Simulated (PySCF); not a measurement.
An EPR property job and its printed output. Input:

```
{"job": {"kind": "epr", "basis": "pcH-1"}, "charge": 0, "multiplicity": 2}
C     -2.947842     0.293749     0.389061
C     -1.810973    -0.358872     0.191630
C     -0.522058     0.290883    -0.122706
N     -0.386524     1.477412    -0.607782
C      0.652377    -0.479159     0.136658
C      1.934448     0.035936    -0.053831
C      3.064226    -0.669394     0.187076
F      4.272518    -0.133230    -0.006748
H     -3.007095     1.370224     0.345712
H     -3.866116    -0.217783     0.621051
H     -1.783853    -1.437447     0.272265
H     -1.264706     1.960304    -0.776695
H      0.536611    -1.488432     0.504973
H      2.007129     1.052407    -0.413962
H      3.117445    -1.688608     0.541591
```

The calculation used UKS B3LYP, pcH-1 on C F H N, non-relativistic, mean-field spin-orbit, GIAO (PySCF 2.14.0). Geometry: GFN2-xTB, one conformer, isolated molecule. Couplings are sensitive to structure, and on GFN2-xTB geometries they can be far from those on DFT ones. The frame is twisted about the C2–C3 bond at this geometry (dihedral H11–C2–C3–C5 = -19°); couplings at other torsion angles weren't computed.

Output of the driver script. Atoms in this output count from 0.

```
UKS, coarse grid
  cycle   1  E = -387.27022733  |g| = 4.82e-01
  cycle   2  E = -387.02588673  |g| = 8.63e-01
  cycle   3  E = -387.36590042  |g| = 1.56e-01
  cycle   4  E = -387.37697632  |g| = 6.82e-02
  cycle   5  E = -387.37906331  |g| = 2.61e-02
  cycle   6  E = -387.37946908  |g| = 9.51e-03
  cycle   7  E = -387.37958383  |g| = 6.02e-03
  cycle   8  E = -387.37962397  |g| = 3.38e-03
  cycle   9  E = -387.37963431  |g| = 1.43e-03
  cycle  10  E = -387.37963646  |g| = 6.49e-04
UKS, final grid
  cycle   1  E = -387.37964975  |g| = 8.44e-04
  cycle   2  E = -387.37964924  |g| = 1.52e-03
  cycle   3  E = -387.37965045  |g| = 2.06e-04
  cycle   4  E = -387.37965056  |g| = 1.90e-04
  cycle   5  E = -387.37965066  |g| = 8.35e-05
  cycle   6  E = -387.37965067  |g| = 2.75e-05
E = -387.37965067 Eh   <S^2> = 0.7879 (exact 0.7500)
g shifts (ppm)      1          2          3
  rmc          -196       -196       -196
  gc             -4         44         38
  oz_so         -11       1471       3255
  total        -211       1319       3098
hyperfine (MHz)  atom isotope    a_iso     a_fc   dipolar eigenvalues
    0   13C      -4.65      -4.65     -5.89      2.64      3.26
    1   13C       3.86       3.86     -1.88     -0.97      2.85
    2   13C     -37.12     -37.12    -19.80      7.48     12.33
    3   14N      12.25      12.25    -16.65    -16.03     32.67
    4   13C      48.73      48.73    -45.75    -44.23     89.98
    5   13C     -39.31     -39.31    -23.57      9.52     14.06
    6   13C      44.27      44.27    -38.91    -38.73     77.64
    7   19F      74.50      74.50   -144.26   -123.53    267.79
    8    1H       2.49       2.49     -2.59     -1.08      3.68
    9    1H       2.39       2.39     -0.69     -0.57      1.26
   10    1H      -2.72      -2.72     -1.80     -1.63      3.43
   11    1H     -24.61     -24.61    -20.63     -3.53     24.16
   12    1H     -35.77     -35.77    -19.58     -1.53     21.11
   13    1H      10.07      10.07     -5.01     -2.76      7.77
   14    1H     -31.46     -31.46    -15.46     -2.39     17.85
```

|g| in the SCF lines is the orbital gradient. In the g block, columns 1 to 3 are the principal axes in rising order; rmc is the relativistic mass correction, gc the gauge correction and oz_so the orbital-Zeeman/spin–orbit term. a_fc is the Fermi-contact part of a_iso, here all of it, since this run has no spin–orbit term in the hyperfine coupling.

Question: What does the output say about convergence, stability and spin contamination?

Answer: The SCF converged after 16 cycles in all, 10 of them on the coarse grid; no stability test was run. The unrestricted determinant has ⟨S²⟩ = 0.7879 (exact 0.7500), 5.0 % above the value of a pure doublet state.

Question: What are the principal g values and g_iso?

Answer: Adding the total shifts to 2.002319 gives 2.00211, 2.00364, 2.00542; their mean shift is 1402 ppm, so g_iso = 2.00372.

Question: Which couplings shape the isotropic spectrum at natural abundance (0.05 mT or more)? Keep the log's numbering.

Answer: atom 7 (19F, I = 1/2): 74.5 MHz = 2.66 mT in magnitude, a 1:1 doublet; atom 12 (1H, I = 1/2): -35.8 MHz = 1.28 mT in magnitude, a 1:1 doublet; atom 14 (1H, I = 1/2): -31.5 MHz = 1.12 mT in magnitude, a 1:1 doublet; atom 11 (1H, I = 1/2): -24.6 MHz = 0.88 mT in magnitude, a 1:1 doublet; atom 3 (14N, I = 1): 12.3 MHz = 0.44 mT in magnitude, a 1:1:1 triplet; atom 13 (1H, I = 1/2): 10.1 MHz = 0.36 mT in magnitude, a 1:1 doublet; atom 10 (1H, I = 1/2): -2.7 MHz = 0.10 mT in magnitude, a 1:1 doublet; and 2 smaller. Together 768 lines to first order. 

Question: What are the principal values of the full tensor of atom 4 (13C)?

Answer: a_iso plus each dipolar eigenvalue: 2.97, 4.50, 138.70 MHz.

The species is `[H]/N=C(/[CH]/C=C/F)C=C` [radical]. The run used 270 basis functions and 6 iterations of the response equations. The SMILES `[H]/N=C(/[CH]/C=C/F)C=C` draws the unpaired electron on C5, whose computed spin population is only +0.58.

Time: 54 s of wall time (grids of density and orbitals included); peak memory 0.97 GiB. Hardware: Arm Neoverse V2, one thread, on a shared host.
Labels such as C1 count atoms from 1, the log's own numbers from 0.
